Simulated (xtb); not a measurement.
neopentasilane (H12Si5), singlet, geometry from GFN2-xTB; GFN1-xTB (xtb).

Input for xtb:
```
$ xtb mol.xyz --gfn 1 --ohess --json

# file mol.xyz
17

Si    -0.39987379    -0.88118962    -2.13497317
Si     0.00008728     0.00003811    -0.00007686
Si    -0.01936908     2.34160751    -0.10489889
Si    -1.67154749    -0.72989766     1.47203667
Si     2.09073072    -0.73054627     0.76788792
H     -1.68998104    -0.45654750    -2.68313463
H     -0.41130091    -2.34577006    -2.14253522
H      0.61550825    -0.47256910    -3.10822246
H      0.23433488     2.96233684     1.19721786
H     -1.30379917     2.87015447    -0.56972258
H      0.99732510     2.86932833    -1.01760325
H     -3.00679306    -0.28341603     1.06836245
H     -1.73661000    -2.19012134     1.56527369
H     -1.46866158    -0.23902180     2.83697536
H      2.17817573    -2.19028969     0.84962613
H      3.18787523    -0.30048259    -0.10188489
H      2.40353971    -0.22377048     2.10598823
```

It wrote (shortened):

```
   ID    Z sym.   atoms
    1   14 Si     1-5
    2    1 H      6-17

           -------------------------------------------------
          |                Calculation Setup                |
           -------------------------------------------------

           -------------------------------------------------
          |                 G F N 1 - x T B                 |
           -------------------------------------------------

          ...................................................
          :                      SETUP                      :
          :.................................................:
          :  # basis functions                  74          :
          :  # atomic orbitals                  69          :
          :  # shells                           39          :
          :  # electrons                        32          :
          :  # halogen bonds                     0          :
          :  max. iterations                   250          :
          :  Hamiltonian                  GFN1-xTB          :
          :  restarted?                      false          :
          :  GBSA solvation                  false          :
          :  PC potential                    false          :
          :  electronic temp.          300.0000000     K    :
          :  accuracy                    1.0000000          :
          :  -> integral cutoff          0.2500000E+02      :
          :  -> integral neglect         0.1000000E-07      :
          :  -> SCF convergence          0.1000000E-05 Eh   :
          :  -> wf. convergence          0.2000000E-04 e    :
          :  Broyden damping             0.4000000          :
          :  net charge                          0          :
          :  unpaired electrons                  0          :
          ...................................................

 iter      E             dE          RMSdq      gap      omega  full diag
   1    -15.7849191 -0.157849E+02  0.492E+00    4.25       0.0  T
   2    -15.8303442 -0.454251E-01  0.278E+00    3.85       1.0  T
   3    -15.8331103 -0.276603E-02  0.593E-01    3.65       1.0  T
   4    -15.8349364 -0.182612E-02  0.151E-01    3.72       1.0  T
   5    -15.8349444 -0.799905E-05  0.215E-02    3.72       1.1  T
   6    -15.8349448 -0.364105E-06  0.470E-03    3.73       5.2  T
   7    -15.8349448 -0.426328E-07  0.204E-03    3.73      11.9  T
   8    -15.8349448 -0.217331E-07  0.162E-03    3.73      14.9  T
   9    -15.8349448 -0.101191E-07  0.117E-04    3.73     207.8  T
  10    -15.8349448 -0.382254E-10  0.482E-05    3.73     503.6  T

   *** convergence criteria satisfied after 10 iterations ***

         :::::::::::::::::::::::::::::::::::::::::::::::::::::
         ::                     SUMMARY                     ::
         :::::::::::::::::::::::::::::::::::::::::::::::::::::
         :: total energy             -15.702106379059 Eh    ::
         :: gradient norm              0.010011150484 Eh/a0 ::
         :: HOMO-LUMO gap              3.726482617423 eV    ::
         ::.................................................::
         :: SCC energy               -15.834944832954 Eh    ::
         :: -> electrostatic           0.018754472312 Eh    ::
         :: repulsion energy           0.141617547558 Eh    ::
         :: dispersion energy         -0.008779093663 Eh    ::
         :: halogen bond corr.         0.000000000000 Eh    ::
         :: add. restraining           0.000000000000 Eh    ::
         :: total charge               0.000000000000 e     ::
         :::::::::::::::::::::::::::::::::::::::::::::::::::::

      -----------------------------------------------------------
     |                   =====================                   |
     |                        A N C O P T                        |
     |                   =====================                   |
     |               Approximate Normal Coordinate               |
     |                Rational Function Optimizer                |
      -----------------------------------------------------------
      -----------------------------------------------------------
     |                   =====================                   |
     |                        A N C O P T                        |
     |                   =====================                   |
     |               Approximate Normal Coordinate               |
     |                Rational Function Optimizer                |
      -----------------------------------------------------------

          ...................................................
          :                      SETUP                      :
          :.................................................:
          :   optimization level            normal          :
          :   max. optcycles                   200          :
          :   ANC micro-cycles                  20          :
          :   degrees of freedom                45          :
          :.................................................:
          :   RF solver                   davidson          :
          :   write xtbopt.log                true          :
          :   linear?                        false          :
          :   energy convergence         0.5000000E-05 Eh   :
          :   grad. convergence          0.1000000E-02 Eh/α :
          :   maxmium RF displ.          1.0000000          :
          :   Hlow (freq-cutoff)         0.1000000E-01      :
          :   Hmax (freq-cutoff)         5.0000000          :
          :   S6 in model hess.         20.0000000          :
          ...................................................

generating ANC from exact Hessian ...
Using Lindh-Hessian (1995)
 Shifting diagonal of input Hessian by    1.0369482694198913E-002
 Lowest  eigenvalues of input Hessian
    0.010000    0.010005    0.010006    0.010006    0.000000    0.000000
    0.000000    0.000000    0.000000    0.000000    0.010424    0.010424
[...]
 * total energy  :   -15.7021064 Eh     change       -0.9766410E-11 Eh
 * total energy  :   -15.7031247 Eh     change       -0.1018352E-02 Eh
 * total energy  :   -15.7032838 Eh     change       -0.1590648E-03 Eh
 * total energy  :   -15.7033095 Eh     change       -0.2569369E-04 Eh
 * total energy  :   -15.7033096 Eh     change       -0.1051027E-06 Eh
   *** GEOMETRY OPTIMIZATION CONVERGED AFTER 5 ITERATIONS ***
         :: total energy             -15.703309594423 Eh    ::
[...]
eigval :     2149.60  2149.62  2151.10  2151.17  2151.18  2151.20
eigval :     2154.94  2154.95  2154.96
           -------------------------------------------------
          |                Property Printout                |
           -------------------------------------------------

    * Orbital Energies and Occupations

         #    Occupation            Energy/Eh            Energy/eV
      -------------------------------------------------------------
         1        2.0000           -0.6883771             -18.7317
       ...           ...                  ...                  ...
         4        2.0000           -0.6513700             -17.7247
         5        2.0000           -0.5775492             -15.7159
         6        2.0000           -0.4906840             -13.3522
         7        2.0000           -0.4906840             -13.3522
         8        2.0000           -0.4906814             -13.3521
         9        2.0000           -0.4891819             -13.3113
        10        2.0000           -0.4891819             -13.3113
        11        2.0000           -0.4879725             -13.2784
        12        2.0000           -0.4879699             -13.2783
        13        2.0000           -0.4879699             -13.2783
        14        2.0000           -0.4273189             -11.6279
        15        2.0000           -0.4273189             -11.6279
        16        2.0000           -0.4273160             -11.6279 (HOMO)
        17                         -0.2898220              -7.8865 (LUMO)
        18                         -0.2898220              -7.8865
        19                         -0.2797851              -7.6133
        20                         -0.2797845              -7.6133
        21                         -0.2797845              -7.6133
        22                         -0.2166752              -5.8960
        23                         -0.2029844              -5.5235
        24                         -0.2029694              -5.5231
        25                         -0.2029694              -5.5231
        26                         -0.1653892              -4.5005
        27                         -0.1653600              -4.4997
       ...                                ...                  ...
        69                          1.6878206              45.9279
      -------------------------------------------------------------
                  HL-Gap            0.1374940 Eh            3.7414 eV
             Fermi-level           -0.3585690 Eh           -9.7572 eV

  Mulliken/CM5 charges         n(s)   n(p)   n(d)
     1Si    0.20162 -0.05083   1.325  2.018  0.455
     2Si   -0.11909 -0.13161   1.383  2.302  0.435
     3Si    0.20162 -0.05083   1.325  2.018  0.455
     4Si    0.20162 -0.05083   1.325  2.018  0.455
     5Si    0.20162 -0.05083   1.325  2.018  0.455
     6H    -0.05729  0.02791   1.057  0.000  0.000
     7H    -0.05727  0.02792   1.057  0.000  0.000
     8H    -0.05728  0.02791   1.057  0.000  0.000
     9H    -0.05729  0.02791   1.057  0.000  0.000
    10H    -0.05727  0.02792   1.057  0.000  0.000
    11H    -0.05728  0.02791   1.057  0.000  0.000
    12H    -0.05728  0.02791   1.057  0.000  0.000
    13H    -0.05728  0.02791   1.057  0.000  0.000
    14H    -0.05728  0.02791   1.057  0.000  0.000
    15H    -0.05729  0.02791   1.057  0.000  0.000
    16H    -0.05728  0.02791   1.057  0.000  0.000
    17H    -0.05727  0.02792   1.057  0.000  0.000

Wiberg/Mayer (AO) data.
largest (>0.10) Wiberg bond orders for each atom

 ---------------------------------------------------------------------------
     #   Z sym  total        # sym  WBO       # sym  WBO       # sym  WBO
 ---------------------------------------------------------------------------
     1  14 Si   4.019 --     2 Si   0.961     6 H    0.908     8 H    0.908
                             7 H    0.908     4 Si   0.102     5 Si   0.102
                             3 Si   0.102
     2  14 Si   4.403 --     1 Si   0.961     5 Si   0.961     3 Si   0.961
                             4 Si   0.961
     3  14 Si   4.019 --     2 Si   0.961     9 H    0.908    11 H    0.908
                            10 H    0.908     4 Si   0.102     1 Si   0.102
                             5 Si   0.102
     4  14 Si   4.019 --     2 Si   0.961    14 H    0.908    12 H    0.908
                            13 H    0.908     1 Si   0.102     5 Si   0.102
                             3 Si   0.102
     5  14 Si   4.019 --     2 Si   0.961    15 H    0.908    16 H    0.908
                            17 H    0.908     4 Si   0.102     1 Si   0.102
                             3 Si   0.102
     6   1 H    0.988 --     1 Si   0.908
     7   1 H    0.988 --     1 Si   0.908
     8   1 H    0.988 --     1 Si   0.908
     9   1 H    0.988 --     3 Si   0.908
    10   1 H    0.988 --     3 Si   0.908
    11   1 H    0.988 --     3 Si   0.908
    12   1 H    0.988 --     4 Si   0.908
    13   1 H    0.988 --     4 Si   0.908
    14   1 H    0.988 --     4 Si   0.908
    15   1 H    0.988 --     5 Si   0.908
    16   1 H    0.988 --     5 Si   0.908
    17   1 H    0.988 --     5 Si   0.908
 ---------------------------------------------------------------------------

Topologies differ in total number of bonds
Writing topology from bond orders to xtbtopo.mol

 dipole moment from electron density (au)
     X       Y       Z
   0.0001   0.0000  -0.0001  total (Debye):    0.000

optimized geometry written to: xtbopt.xyz

           -------------------------------------------------
          | TOTAL ENERGY              -15.703309594423 Eh   |
          | TOTAL ENTHALPY            -15.592941822960 Eh   |
          | TOTAL FREE ENERGY         -15.647449107909 Eh   |
          | GRADIENT NORM               0.000075992376 Eh/α |
          | HOMO-LUMO GAP               3.741402557814 eV   |
           -------------------------------------------------
```
